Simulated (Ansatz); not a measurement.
Stepwise reaction of `[F][Hf]([F])([F])[SH]` with hydrogen sulfide, as a gas-phase model of exchange steps in deposition or etching. ΔE in kJ/mol; ΔG adds harmonic PBE0-D4 terms to CCSD(T)/CBS, at 1 bar.

Computed with Ansatz on PBE0-D4/def2-TZVP structures; ΔE is electronic, products minus reactants. CCSD(T)/CBS adds triple-zeta CCSD(T) − MP2 to the extrapolated MP2 energy (def2 sets, frozen cores). This one scheme is used for every species. DFT in def2-TZVPP. B3LYP here is the variant with VWN-RPA as its local correlation; programs differ in this. Elements past krypton have def2 core potentials. For Hf outer-core shells are correlated without core-valence functions, which leaves a few kJ/mol of doubt a bond. One conformer a species, not always the lowest.

```
step                                                            reaction  PBE-D4  B3LYP-D4  ωB97M-V  CCSD(T)/CBS  ΔG(600 K)
   1      `[F][Hf]([F])([F])[SH]` + H₂S → `[F][Hf]([F])([SH])[SH]` + H–F    84.3      91.3     90.8         79.9       92.6
   2    `[F][Hf]([F])([SH])[SH]` + H₂S → `[F][Hf]([SH])([SH])[SH]` + H–F    82.0      88.9     90.9         77.4       89.2
   3  `[F][Hf]([SH])([SH])[SH]` + H₂S → `[SH][Hf]([SH])([SH])[SH]` + H–F    86.9      94.1     94.6         80.3       80.9
```

**Question.** By hand: ΔE of the 3 steps together at CCSD(T)/CBS.

**Answer.** (79.9) + (77.4) + (80.3) = 237.6 kJ/mol, or 79.2 kJ/mol a step.

In ΔE the steps differ by no more than 2.9 kJ/mol. All are uphill at CCSD(T)/CBS. ΔG lies between 80.9 and 92.6 kJ/mol a step. PBE-D4 differs from CCSD(T)/CBS by 4.4 to 6.6 kJ/mol a step. Isolated molecules leave out the surface, adducts and barriers. Largest T1 diagnostic: 0.017.
